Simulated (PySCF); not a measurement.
# Which determinant of NaIn lies lowest?

Unrestricted PBE0; Na def2-SVP, In def2-SVP with ECP28; scalar-relativistic core potentials (PySCF 2.14). Outer shells of the fragments: Na 3s1; In 4d10 5s2 5p1.

Followed along the bond (rough minima from three points):

```
2Ms+1  unpaired  ⟨S²⟩ at the start  R at minimum (Å)  Te (eV)
    1      none               0.00              3.27     0.00
    3  σ ↑, π ↑               2.00              3.11     0.21
    1  σ ↑, π ↓               1.01              3.22     0.39
    3      σ ↑↑               2.00  none in the scan   ≤ 0.88
    3      π ↑↑               2.00  none in the scan   ≤ 1.21
```

Solutions found at the starting distance of 2.965 Å, counted from the lowest of them; the search is not exhaustive and high or unbound solutions are not listed, so other states can lie among these:

```tsv
2Ms+1	unpaired	term	E (eV)	⟨S²⟩	⟨Lz²⟩	μ (D)
1	none	¹Σ⁺	0.00	0.00	0.00	-2.24
3	σ ↑, π ↑	³Π	0.14	2.00	1.00	-4.38
1	σ ↑, π ↓	mixed	0.34	1.01	1.00	-3.94
3	σ ↑↑	³Σ⁺	1.11	2.00	0.00	4.52
3	π ↑↑	³Σ⁻	1.17	2.00	0.00	-7.19
1	π ↑↓	mixed	1.36	1.00	2.01	-6.83
1	none	mixed	1.87	0.00	2.00	-5.92
3	π ↑↑	mixed	3.19	2.00	2.00	1.57
```

A term symbol is given only where ⟨S²⟩ and ⟨Lz²⟩ are close to those of a pure state; real π, δ and φ orbitals otherwise mix terms. A positive dipole means Na(−)In(+).

Q: Compare the gap between the two lowest followed solutions at the starting distance with the gap between their minima.

A: At PBE0 the second solution (triplet, unpaired electrons σ ↑, π ↑) lies +0.14 eV from the first (singlet, closed shell) at 2.965 Å and +0.21 eV at the minima; the two curves relax by different amounts, since their minima lie near 3.11 and 3.27 Å.

Spin–orbit coupling is left out. Counting both spins, an empty level lies below a filled one in some of these solutions, because spin and occupation are held.
